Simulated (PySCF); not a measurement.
**Be (beryllium, neutral) across methods**

[He] 2p2, high-spin 3P determinant (an excited configuration). Computed with PySCF 2.14 in aug-cc-pVTZ, with no relativity, point nucleus.

```json
{"method": "UHF", "E (hartree)": "-14.33598", "mean ε 1s α (eV)": "-130.76", "mean ε 1s β (eV)": "-130.43", "mean ε 2p α (eV)": "-6.039", "Σ⟨r²⟩ (bohr²)": "22.18", "⟨S²⟩": "2.000"}
{"method": "LDA", "E (hartree)": "-14.2270", "mean ε 1s α (eV)": "-106.68", "mean ε 1s β (eV)": "-106.29", "mean ε 2p α (eV)": "-3.393", "Σ⟨r²⟩ (bohr²)": "21.43", "⟨S²⟩": "2.000"}
{"method": "MN15", "E (hartree)": "-14.4244", "mean ε 1s α (eV)": "-113.33", "mean ε 1s β (eV)": "-112.96", "mean ε 2p α (eV)": "-4.249", "Σ⟨r²⟩ (bohr²)": "21.88", "⟨S²⟩": "2.000"}
{"method": "r2SCAN", "E (hartree)": "-14.4258", "mean ε 1s α (eV)": "-110.57", "mean ε 1s β (eV)": "-110.26", "mean ε 2p α (eV)": "-3.533", "Σ⟨r²⟩ (bohr²)": "21.13", "⟨S²⟩": "2.000"}
{"method": "B3LYP", "E (hartree)": "-14.4402", "mean ε 1s α (eV)": "-113.05", "mean ε 1s β (eV)": "-112.75", "mean ε 2p α (eV)": "-3.929", "Σ⟨r²⟩ (bohr²)": "21.18", "⟨S²⟩": "2.000"}
{"method": "PBE0", "E (hartree)": "-14.4070", "mean ε 1s α (eV)": "-113.96", "mean ε 1s β (eV)": "-113.56", "mean ε 2p α (eV)": "-4.157", "Σ⟨r²⟩ (bohr²)": "21.22", "⟨S²⟩": "2.000"}
{"method": "PBE", "E (hartree)": "-14.4103", "mean ε 1s α (eV)": "-108.14", "mean ε 1s β (eV)": "-107.73", "mean ε 2p α (eV)": "-3.415", "Σ⟨r²⟩ (bohr²)": "21.17", "⟨S²⟩": "2.000"}
{"method": "BHandHLYP", "E (hartree)": "-14.4173", "mean ε 1s α (eV)": "-119.96", "mean ε 1s β (eV)": "-119.66", "mean ε 2p α (eV)": "-4.656", "Σ⟨r²⟩ (bohr²)": "21.41", "⟨S²⟩": "2.000"}
```

Task: Estimate the same row for M06-2X.

Result: E (hartree) = -14.4172; mean ε 1s α (eV) = -119.32; mean ε 1s β (eV) = -119.22; mean ε 2p α (eV) = -4.700; Σ⟨r²⟩ (bohr²) = 21.75; ⟨S²⟩ = 2.000.
